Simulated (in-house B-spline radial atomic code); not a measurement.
A fraction x of an electron is removed from 4d in Nb V (Nb4+), starting from [Kr] 4d1 and keeping the highest spin. Method: scalar-relativistic (X2C) LDA VWN5, spin-polarised, spherical fractional occupations, Fermi nucleus of rms radius 4.324 fm. Calculated with a B-spline radial code for spherical atoms.

| x | E(x) - E(0) (eV) | 4d up level (eV) |
| --- | --- | --- |
| 0 | 0.0000 | -43.997 |
| 0.01 | 0.4406 | -44.128 |
| 0.23 | 10.4667 | -47.026 |
| 0.36 | 16.6927 | -48.760 |
| 0.44 | 20.6364 | -49.834 |
| 0.5 | 23.6508 | -50.644 |
| 0.56 | 26.7137 | -51.456 |
| 0.75 | 36.7363 | -54.049 |
| 0.87 | 43.3212 | -55.701 |
| 0.92 | 46.1235 | -56.393 |
| 1 | 50.6793 | - |

The exact functional would give a straight line between the two integer points. Deviations E(x) - E(0) - x[E(1) - E(0)], in eV: -0.066 at x = 0.01, -1.19 at x = 0.23, -1.552 at x = 0.36, -1.662 at x = 0.44, -1.689 at x = 0.5, -1.667 at x = 0.56, -1.273 at x = 0.75, -0.77 at x = 0.87, -0.501 at x = 0.92.

The curve lies below the straight line by up to 1.689 eV (at x = 0.5): convex, the delocalisation error that favours fractional charges.

**Question.** How well does Slater's transition state (minus the level at half occupation) give the ionisation energy?

**Answer.** It gives 50.644 eV against 50.679 eV from the two total energies; NIST lists 50.57 eV, ground level to ground level.
